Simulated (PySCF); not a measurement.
r2SCAN on B (boron, neutral), [He] 2s1 2p1 3d1, one real determinant (an excited configuration). Calculation: PySCF 2.14, in aug-cc-pVQZ; the non-relativistic Hamiltonian (point nucleus).

```
cycle= 1 E= -24.2307228036046  delta_E= -0.00207  |g|= 0.00579  |ddm|= 0.293
cycle= 2 E= -24.2307350492752  delta_E= -1.22e-05  |g|= 0.000581  |ddm|= 0.0223
cycle= 3 E= -24.2307352925821  delta_E= -2.43e-07  |g|= 5.18e-05  |ddm|= 0.00291
cycle= 4 E= -24.2307352973716  delta_E= -4.79e-09  |g|= 9.74e-06  |ddm|= 0.000344
cycle= 5 E= -24.2307352975256  delta_E= -1.54e-10  |g|= 1.48e-06  |ddm|= 6.22e-05
converged SCF energy = -24.2307352975256  <S^2> = 3.7500172  2S+1 = 4.0000086
```

Highest occupied orbital energy: 0.083 eV; ⟨L²⟩ = 8.01; populations by l: s 3.00, p 1.00, d 1.00, f 0.00.

Task: Can this result be used?

Result: Not for this state. The run converged. ⟨L²⟩ = 8.01 against 12 for a pure F term, so this real determinant mixes terms. The outer electron is Rydberg-like, and this basis confines it to a smaller radius and binds it less than a complete one would. At r2SCAN the highest occupied level has a positive energy, so only the finite basis holds that electron; for this excited configuration the basis is too tight for the outer shell.
